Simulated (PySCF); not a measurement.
# Stretching KP⁺

Set-up: PySCF, no relativity, basis sets K aug-pcseg-1, P aug-pcseg-1. Energies in eV from K⁺ + P in their ground configurations at the same level. State: ⁴Σ⁻ (quartet), unpaired electrons σ ↑, π ↑↑.

All columns are PBE0. A positive dipole points towards P; it is taken about the centre of mass and depends on that origin.

```json
{"R (Å)": "3.087", "E (eV)": "-0.063", "μ (D)": "-4.92", "Mulliken charge on K (basis-dependent)": "1.00", "HOMO (eV)": "-12.08", "LUMO (eV)": "-7.67", "Mayer bond order": "-0.02", "⟨S²⟩": "3.75"}
{"R (Å)": "3.230", "E (eV)": "-0.111", "μ (D)": "-5.26", "Mulliken charge on K (basis-dependent)": "0.99", "HOMO (eV)": "-11.92", "LUMO (eV)": "-7.54", "Mayer bond order": "0.02", "⟨S²⟩": "3.75"}
{"R (Å)": "3.374", "E (eV)": "-0.135", "μ (D)": "-5.61", "Mulliken charge on K (basis-dependent)": "0.98", "HOMO (eV)": "-11.77", "LUMO (eV)": "-7.41", "Mayer bond order": "0.05", "⟨S²⟩": "3.75"}
{"R (Å)": "3.481", "E (eV)": "-0.142", "μ (D)": "-5.88", "Mulliken charge on K (basis-dependent)": "0.98", "HOMO (eV)": "-11.66", "LUMO (eV)": "-7.30", "Mayer bond order": "0.07", "⟨S²⟩": "3.75"}
{"R (Å)": "3.589", "E (eV)": "-0.143", "μ (D)": "-6.15", "Mulliken charge on K (basis-dependent)": "0.98", "HOMO (eV)": "-11.55", "LUMO (eV)": "-7.20", "Mayer bond order": "0.08", "⟨S²⟩": "3.75"}
{"R (Å)": "3.697", "E (eV)": "-0.140", "μ (D)": "-6.43", "Mulliken charge on K (basis-dependent)": "0.97", "HOMO (eV)": "-11.45", "LUMO (eV)": "-7.09", "Mayer bond order": "0.08", "⟨S²⟩": "3.75"}
{"R (Å)": "3.840", "E (eV)": "-0.133", "μ (D)": "-6.80", "Mulliken charge on K (basis-dependent)": "0.97", "HOMO (eV)": "-11.31", "LUMO (eV)": "-6.95", "Mayer bond order": "0.08", "⟨S²⟩": "3.75"}
{"R (Å)": "4.020", "E (eV)": "-0.121", "μ (D)": "-7.27", "Mulliken charge on K (basis-dependent)": "0.98", "HOMO (eV)": "-11.15", "LUMO (eV)": "-6.77", "Mayer bond order": "0.08", "⟨S²⟩": "3.75"}
{"R (Å)": "4.235", "E (eV)": "-0.104", "μ (D)": "-7.84", "Mulliken charge on K (basis-dependent)": "0.98", "HOMO (eV)": "-10.98", "LUMO (eV)": "-6.57", "Mayer bond order": "0.07", "⟨S²⟩": "3.75"}
{"R (Å)": "4.522", "E (eV)": "-0.084", "μ (D)": "-8.58", "Mulliken charge on K (basis-dependent)": "0.98", "HOMO (eV)": "-10.76", "LUMO (eV)": "-6.31", "Mayer bond order": "0.05", "⟨S²⟩": "3.75"}
```

A fit through these points gives, at Re = 3.565 Å, μ = -6.09 D and dμ/dR = -2.55 D/Å; the reduced mass is 17.26 u.

**Question.** How strong is the fundamental in the double-harmonic approximation, I = 42.26·(dμ/dR)²/μred km/mol?

**Answer.** I = 42.26·(-2.55)²/17.26 = 15.9 km/mol at PBE0.

The bond is weak. Basis-set superposition, not corrected here, can be much of De in a small basis, most of all at correlated wavefunction levels. For an ion De counts to the pair picked by the measured ionisation energies or electron affinities, which need not be the lowest pair at this level. The state was picked by a PBE0 search and need not be the measured ground state.
